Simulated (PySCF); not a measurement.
Isomers of C5H14AlN.

All values: wB97X-D/def2-SVPD (PySCF) at PBE0-D3(BJ)/def2-SVP geometries, gas phase, one conformer each. Core orbitals are frozen in the response; Δα² is half the sum of the squared differences of the principal polarisabilities.

Question: Rank by HOMO energy, lowest first.
A. `[CH3:1][N@@H+:2]([AlH3-:3])[CH:4]1[CH2:5][CH2:6][CH2:7]1` with C1–N2–C4–C5 169°, N2–C4–C5–C6 -143°, C4–C5–C6–C7 20°, C5–C6–C7–C4 -20°, N2–C4–C7–C6 142°
B. `[CH3:1][CH2:2][CH2:3][AlH:4][N:5]([CH3:6])[CH3:7]` with C1–C2–C3–Al4 -179°, C2–C3–Al4–N5 69°
C. `[CH3:1][CH2:2][Al@@H-:3]([NH3+:4])[CH:5]1[CH2:6][CH2:7]1` with C1–C2–Al3–N4 54°, C2–Al3–C5–C6 120°

Answer: A (-9.18 eV), C (-8.36 eV), B (-8.13 eV).

Question: Rank by dipole moment, highest first.
A. `[CH3:1][CH2:2][CH2:3][AlH:4][N:5]([CH3:6])[CH3:7]` with C1–C2–C3–Al4 -179°, C2–C3–Al4–N5 69°
B. `[CH2:1]=[CH:2][Al@H-:3]([NH3+:4])[CH:5]([CH3:6])[CH3:7]` with C1–C2–Al3–N4 117°, C2–Al3–C5–C6 -173°
C. `[CH3:1][N@@H+:2]([AlH3-:3])[CH:4]1[CH2:5][CH2:6][CH2:7]1` with C1–N2–C4–C5 169°, N2–C4–C5–C6 -143°, C4–C5–C6–C7 20°, C5–C6–C7–C4 -20°, N2–C4–C7–C6 142°

Answer: C (5.56 D), B (4.71 D), A (0.74 D).

All values together:

```tsv
SMILES	μ (D)	HOMO (eV)	LUMO (eV)	α (Å³)	Δα (Å³)	ΔSCF removal energy (eV)
C=[CH][Al@H-]([NH3+])[CH](C)C	4.71	-8.25	1.13	15.00	2.92	8.32
C[N@@H+]([AlH3-])C1CCC1	5.56	-9.18	1.73	14.67	2.99	–
C[CH2][Al@@H-]([NH3+])[CH]1CC1	4.75	-8.36	1.23	14.53	3.68	8.44
CC[CH2][AlH][N](C)C	0.74	-8.13	1.21	14.80	4.35	8.20
```

Conformers: `[CH2:1]=[CH:2][Al@H-:3]([NH3+:4])[CH:5]([CH3:6])[CH3:7]` with C1–C2–Al3–N4 117°, C2–Al3–C5–C6 -173°; `[CH3:1][N@@H+:2]([AlH3-:3])[CH:4]1[CH2:5][CH2:6][CH2:7]1` with C1–N2–C4–C5 169°, N2–C4–C5–C6 -143°, C4–C5–C6–C7 20°, C5–C6–C7–C4 -20°, N2–C4–C7–C6 142°; `[CH3:1][CH2:2][Al@@H-:3]([NH3+:4])[CH:5]1[CH2:6][CH2:7]1` with C1–C2–Al3–N4 54°, C2–Al3–C5–C6 120°; `[CH3:1][CH2:2][CH2:3][AlH:4][N:5]([CH3:6])[CH3:7]` with C1–C2–C3–Al4 -179°, C2–C3–Al4–N5 69°.

A dash marks a removal energy that wasn't run or isn't settled.
